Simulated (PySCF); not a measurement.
A database entry of computed molecular properties. Lists by class give the value and the number of equivalent atoms.

```json
{
 "formula": "C2H5F3PSi",
 "smiles": "FC(F)=C(F)[SiH2][PH3+]",
 "inchi": "InChI=1S/C2H5F3PSi/c3-1(4)2(5)7-6/h7H2,6H3/q+1",
 "charge": 1,
 "multiplicity": 1,
 "geometry_level": "GFN2-xTB",
 "atoms_angstrom": [
  ["F", 2.861, 0.791, 1.306],
  ["C", 1.721, 0.429, 0.806],
  ["F", 0.872, 1.467, 0.711],
  ["C", 1.322, -0.777, 0.402],
  ["F", 2.173, -1.803, 0.501],
  ["Si", -0.375, -1.233, -0.324],
  ["P", -1.523, 0.806, -0.291],
  ["H", -1.147, -2.081, 0.583],
  ["H", -0.294, -1.562, -1.747],
  ["H", -2.807, 0.69, -0.778],
  ["H", -1.047, 1.849, -1.05],
  ["H", -1.754, 1.424, 0.914]
 ],
 "electronic_structure_code": "PySCF",
 "results": {
  "GFN2-xTB geometry": {
   "point_group": "Cs",
   "rotational_constants_GHz": [2.412, 1.239, 0.833]
  },
  "PBE0/def2-SVPD ground state and vertical TDDFT (core frozen in the response)": {
   "homo_eV": -12.06,
   "lumo_eV": -5.89,
   "S1_eV": 4.91,
   "strongest_line_of_6_singlets_eV": 6.76,
   "T1_tda_eV": 4.15,
   "polarisability_au": 72.3,
   "r2_bohr2_about_centre_of_nuclear_charge": 1223.4,
   "singlets_eV_and_f": [
    [4.91, 0.0],
    [5.52, 0.014],
    [5.58, 0.0],
    [6.5, 0.0],
    [6.65, 0.004],
    [6.76, 0.225]
   ],
   "triplets_tda_eV": [4.15, 4.79]
  },
  "PBE0/pcSseg-1 ground state and GIAO shieldings, non-relativistic": {
   "shift_vs_computed_TMS_C_by_class_ppm": [
    [175.4, 1],
    [126.2, 1]
   ],
   "shift_vs_computed_TMS_H_by_class_ppm": [
    [5.95, 2],
    [4.81, 3]
   ],
   "shielding_other_nuclei_by_class_ppm": [
    ["F", 232.8, 1],
    ["F", 278.8, 1],
    ["F", 381.5, 1],
    ["Si", 407.7, 1],
    ["P", 498.7, 1]
   ],
   "charges_hirshfeld_e_by_atom": [-0.01, 0.18, -0.03, -0.05, -0.05, 0.42, 0.35, -0.01, -0.01, 0.07, 0.07, 0.07]
  }
 }
}
```

No computed singlet falls in the visible range (750 to 380 nm, 1.65 to 3.26 eV); S1 lies 1.65 eV above its blue end. With B = h/(8π²I), that is 505.379 GHz u Å² over I, the principal moments of inertia are 209.6, 408.0 and 606.5 u Å² (most abundant isotopes). S1 lies 1.26 eV below the HOMO–LUMO gap; its leading configuration is HOMO→LUMO, weight 0.96.

Isolated species at its GFN2-xTB geometry (one conformer only). NMR classes are plain means over equivalent atoms (diastereotopic ones count apart unless rotation or inversion swaps them), as if these changed places fast; in this geometry the members of some classes differ.

The values belong to the conformer `[F:1][C:2]([F:3])=[C:4]([F:5])[SiH2:6][PH3+:7]`: C2–C4–Si6–P7 -1°.
